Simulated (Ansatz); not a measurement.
# SiClOF2 (SMILES [O][Si](F)(F)Cl): name the method

SiClOF2 has 5 atoms, charge 0, and is taken as a doublet. SMILES: `[O][Si](F)(F)Cl`. The shape is that of a PBE0-D4/def2-TZVP optimisation.

```xyz
5

O    -0.1731    0.0487    1.6224
Si    0.0710   -0.0922    0.0056
F    -0.3746   -1.4933   -0.5427
F     1.5817    0.0744   -0.3839
Cl   -1.0551    1.3887   -0.7428
```

A calculation with Ansatz 0.2.0 gave:

```
total energy : -1017.1080 Eh
HOMO energy  : -14.22 eV
LUMO energy  : 0.69 eV
⟨S²⟩         : 0.753
```

**Question.** Which of these levels gave the numbers?
A. revPBE/def2-SVP
B. B3LYP/6-31G* (spherical functions)
C. r2SCAN/def2-SVP
D. HF/3-21G

**Answer.** D. The others give -1024.1080 Eh (r2SCAN/def2-SVP), -1024.7144 Eh (B3LYP/6-31G* (spherical functions)), -1024.0269 Eh (revPBE/def2-SVP).
